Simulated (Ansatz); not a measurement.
Species: AlHBr2, charge 0, singlet. AlHBr2 (SMILES [Br][AlH][Br]).
B3LYP-D3(BJ)/def2-TZVP minimum from Ansatz (an electronic-structure program):
```
Al
H 1 1.5591
Br 1 2.2509 2 120.73
Br 1 2.2509 2 120.73 3 180.00
```
Charge 0, spin multiplicity 1.

Atomisation energy term by term, kcal/mol (programs: Ansatz). UHF or UKS for unpaired electrons; spin-orbit terms are left out. Cores are frozen in correlated methods (noble-gas shells, and filled d and f shells in the p block). No relativity. CBS(X,Y): correlation extrapolated as X^-3, Hartree-Fock from the larger set. A bracket is a step between two methods taken in the basis named. For partners of very few electrons the exact lower level stands in for a higher one. Spin-orbit terms, left out, reach several kcal/mol for Br and I, and more for heavier atoms.

```tsv
term	basis	kcal/mol
Hartree-Fock	def2-QZVPP	197.26
CCSD correlation	CBS(def2-TZVPP,def2-QZVPP)	52.71
(T)	CBS(def2-TZVPP,def2-QZVPP)	4.92
CCSDT(Q) - CCSD(T)	def2-TZVPP	-0.03
sum: De		254.9
```

The step beyond CCSD(T) by other levels: CCSDT(Q) in def2-SVP 0.22 kcal/mol.
